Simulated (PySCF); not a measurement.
## State search for VH

Unrestricted PBE0; V x2c-TZVPPall, H x2c-TZVPPall; spin-free X2C with a Gaussian nucleus (PySCF 2.14). Outer shells of the fragments: V 3d3 4s2; H 1s1.

Followed along the bond (rough minima from three points):

```json
{"2Ms+1": "5", "unpaired": "σ ↑, π ↑↑, δ ↑", "⟨S²⟩ at the start": "6.02", "R at minimum (Å)": "1.68", "Te (eV)": "0.00"}
{"2Ms+1": "5", "unpaired": "σ ↑, π ↑, δ ↑↑", "⟨S²⟩ at the start": "6.02", "R at minimum (Å)": "1.71", "Te (eV)": "0.18"}
{"2Ms+1": "5", "unpaired": "π ↑↑, δ ↑↑", "⟨S²⟩ at the start": "6.02", "R at minimum (Å)": "1.78", "Te (eV)": "0.68"}
{"2Ms+1": "3", "unpaired": "σ ↓, π ↑↑, δ ↑", "⟨S²⟩ at the start": "3.00", "R at minimum (Å)": "1.68", "Te (eV)": "0.84"}
{"2Ms+1": "3", "unpaired": "σ ↑, π ↑↑, δ ↓", "⟨S²⟩ at the start": "3.01", "R at minimum (Å)": "1.68", "Te (eV)": "1.35"}
{"2Ms+1": "3", "unpaired": "π ↑, δ ↑", "⟨S²⟩ at the start": "2.21", "R at minimum (Å)": "1.67", "Te (eV)": "1.37"}
```

Solutions found at the starting distance of 1.550 Å, counted from the lowest of them; the search is not exhaustive and high or unbound solutions are not listed, so other states can lie among these:

| 2Ms+1 | unpaired | term | E (eV) | ⟨S²⟩ | ⟨Lz²⟩ | μ (D) |
| --- | --- | --- | --- | --- | --- | --- |
| 5 | σ ↑, π ↑↑, δ ↑ | ⁵Δ | 0.00 | 6.02 | 4.00 | -2.36 |
| 5 | σ ↑, π ↑, δ ↑↑ | ⁵Π | 0.22 | 6.02 | 1.14 | -2.63 |
| 3 | σ ↓, π ↑↑, δ ↑ | mixed | 0.84 | 3.00 | 4.00 | -1.77 |
| 5 | π ↑↑, δ ↑↑ | ⁵Σ⁺ | 0.85 | 6.02 | 0.00 | -3.67 |
| 3 | σ ↑, π ↑↑, δ ↓ | mixed | 1.34 | 3.01 | 4.00 | -1.87 |
| 3 | π ↑, δ ↑ | mixed | 1.35 | 2.21 | 5.19 | -1.74 |
| 1 | σ ↓, π ↑↑, δ ↓ | mixed | 1.37 | 2.00 | 4.00 | -2.44 |
| 1 | σ ↓, π ↑, δ ↑↓ | mixed | 1.42 | 1.81 | 7.30 | -2.50 |
| 5 | σ ↑↑, π ↑, δ ↑ | mixed | 1.72 | 6.00 | 5.00 | -0.17 |
| 1 | π ↑, δ ↓ | mixed | 1.81 | 1.14 | 4.91 | -1.82 |
| 3 | π ↑↑, δ ↑↓ | mixed | 1.93 | 3.01 | 8.01 | -3.61 |
| 3 | π ↑↑ | ³Σ⁻ | 2.02 | 2.08 | 0.00 | -1.73 |
| 3 | π ↑, δ ↑ | mixed | 2.42 | 2.01 | 3.45 | -2.81 |
| 1 | π ↑↑, δ ↓↓ | mixed | 2.55 | 2.00 | 0.00 | -3.56 |

A term symbol is given only where ⟨S²⟩ and ⟨Lz²⟩ are close to those of a pure state; real π, δ and φ orbitals otherwise mix terms. A positive dipole means V(−)H(+).

The state is the lowest single determinant that the PBE0 search found; with open d or f shells the true ground state can be another one.
